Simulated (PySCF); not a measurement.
**Working out the ionisation energy of Zr²⁺**

Zr²⁺ [Kr] 4d2 (3F) → Zr³⁺ [Kr] 4d1 (2D). Computed with PySCF 2.14 in aug-cc-pwCVDZ-PP with ECP28MDF (6s6p5d3f, 70 functions), with scalar relativity through the core potential. Frozen: nothing. Energies in hartree (1 hartree = 27.21139 eV):

| part | Zr²⁺ (lower) | Zr³⁺ (upper) |
| --- | --- | --- |
| UHF | -45.663406 | -44.840581 |
| CCSD correlation | -0.252147 | -0.238044 |
| (T) | -0.005311 | -0.004982 |

Problem. What does Hartree-Fock give?

Solution. (-44.840581) − (-45.663406) = 0.822825 hartree = 22.390 eV.

Problem. What do CCSD and CCSD(T) give?

Solution. The CCSD correlation energies differ by 0.014103 hartree = 0.384 eV and the triples by 0.000329 hartree = 0.009 eV, so CCSD gives 22.774 eV and CCSD(T) 22.783 eV.

Reference: 23.170 eV (semi-empirical (NIST evaluation); NIST Atomic Spectra Database, ionization energies), between the lowest levels; spin-orbit coupling is absent from the calculation.

A double-zeta basis recovers only part of the correlation energy.

What remains against the reference includes basis incompleteness and higher excitations.
